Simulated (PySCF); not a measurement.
# What a mistake does to a calculation on AlGeH3NO cation

Calculated results; nothing here was measured. The program is PySCF 2.14.0, an open-source quantum chemistry code, run on an isolated molecule that a program drew, which may never have been made. The molecule is AlGeH3NO cation (charge +1, singlet), drawn as the SMILES string `[OH][Al+][N]=[GeH2]`.

Each row is a Hartree-Fock (HF) and frozen-core CCSD(T) single point in the cc-pV(D+d)Z basis, meant for a local HF minimum. Run 1 is clean. Each other run has one planted mistake out of seven kinds, and not every kind appears here: one electron removed, one electron added, multiplicity raised by two, geometry at a saddle point, minimal basis STO-3G, one bond length entered in bohr, all coordinates scaled. The reference is restricted for singlets and unrestricted otherwise, and also for a bond in bohr. Adding or removing an electron swaps singlet and doublet. Electrons count all cores. HOMO and LUMO are orbital energies over both spins, the gradient is its largest component, and the lowest frequency (negative if imaginary) is given only where the gradient is small. Bond lengths are over the 6 bonds as drawn. T1 is the CCSD diagnostic: over 0.02 (restricted) or 0.045 (unrestricted) a single reference is doubtful. Germanium has the cc-pVDZ-PP basis, with a core potential (ECP10MDF) in place of its 10 inner electrons, and its 3s, 3p and 3d shells are frozen in CCSD(T).

Geometry of the clean run:
```xyz
7
AlGeH3NO cation, angstrom
O    -0.8851   -0.4756   -1.4282
Al   -0.0564   -0.9695   -0.1526
N     0.7995   -1.4796    1.1646
Ge    1.6730   -2.0008    2.5104
H    -1.3725   -0.1845   -2.1777
H     3.1866   -2.0049    2.5026
H     0.9661   -2.4780    3.7608
```

```
run,electrons,basis functions,<S^2>,HOMO (eV),LUMO (eV),gradient (hartree/bohr),lowest frequency (cm^-1),mean bond (Å),longest bond (Å),T1,HF (hartree),CCSD(T) (hartree),mistake
1,62,89,0.000,-15.25,-3.59,2.1e-05,68,1.4842,1.687,0.0186,-666.15801,-666.67320,no fault
2,62,89,2.018,-10.68,-5.61,1.1e-01,-,1.4842,1.687,0.0277,-666.05250,-666.53585,multiplicity raised by two
3,63,89,0.768,-4.90,1.05,7.3e-02,-,1.4842,1.687,0.0196,-666.31317,-666.84546,one electron added
4,62,89,0.000,-14.84,-3.76,4.1e-02,-,1.5629,1.776,0.0219,-666.13453,-666.66384,all coordinates scaled
5,62,89,0.912,-14.29,-4.21,1.5e-02,-,1.7087,2.860,0.0305,-666.06147,-666.56103,one bond length entered in bohr
6,61,89,0.761,-23.59,-11.13,8.4e-02,-,1.4842,1.687,0.0247,-665.68563,-666.15229,?
```

**Which mistake was planted in run 6, and what did it cost?**

It counts 61 electrons, one fewer than the clean run, at the same geometry and basis. So the mistake is: one electron removed. Subtracting run 1 and multiplying by 627.51 kcal/mol a hartree, the energy moved by 296.4 kcal/mol in HF and 326.9 kcal/mol in CCSD(T).

Cautions from the logs. Run 4: T1 is over the limit, so its CCSD(T) energy is less reliable.
